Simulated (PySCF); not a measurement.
Si(F)(OH)3 (FH₃O₃Si), SMILES O[Si](F)(O)O.

Coordinates come from a TPSSh-D3(BJ)/def2-SVP optimisation. One conformer was computed; it need not be the lowest.

Method: PySCF with r2SCAN/def2-TZVP.

Gas-phase values at a fixed geometry.

Computed frontier levels, gap, dipole moment and polarisability:
| Quantity | Result |
|---|---|
| highest occupied level | -8.35 eV |
| lowest empty level | 0.03 eV |
| orbital gap | 8.39 eV |
| dipole moment | 0.50 D |
| quadrupole, principal values (traceless, Buckingham form, about the centre of nuclear charge) | -10.43, 5.22, 5.22 D·Å |
| mean static polarisability | 32.3 bohr³ (4.79 Å³) |
| polarisability, principal values | 29.2, 33.9, 33.9 bohr³ |
